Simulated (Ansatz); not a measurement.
`CN[SiH]([SiH3])Cl` + CH₃OH → `CN[SiH](Cl)OC` + SiH₄  (cleavage of the Si–Si bond)

Calculated with Ansatz (gas phase, PBE0-D4/def2-TZVP geometries, no zero-point term in ΔE). CBS: MP2 limit from def2 TZ/QZ plus the TZ coupled-cluster correction, frozen cores. This one scheme is used for every species. DFT in def2-TZVPP. B3LYP here is the variant with VWN-RPA as its local correlation; programs differ in this. Each species was taken in one conformer, which may not be the lowest.

| level | ΔE (kcal/mol) |
| --- | --- |
| B3LYP-D4 | -27.8 |
| B2PLYP | -29.2 |
| PBE0 | -24.2 |
| SCS-MP2/def2-TZVPP | -30.5 |
| CCSD/def2-TZVPP | -29.0 |
| HF/def2-QZVPP | -33.6 |
| MP2/def2-QZVPP | -29.6 |
| HF/CBS(def2) | -33.7 |

(1) What does CCSD(T)/CBS give? (Estimate.)

Largest T1 diagnostic among the species: 0.011.

Answers

(1) Ansatz gave: -27.8 kcal/mol. The listed levels differ from it by 0.0, -1.4, 3.6, -2.7, -1.2, -5.8, -1.8, -5.9 kcal/mol.

In def2-TZVPP, CCSD(T) changes the Hartree–Fock value by +4.9 kcal/mol (the triples alone add +0.6 kcal/mol) and MP2 by +3.4 kcal/mol. From PBE to PBE0 (25 % exact exchange), in def2-TZVPP and without D4, ΔE moves by −1.8 kcal/mol.
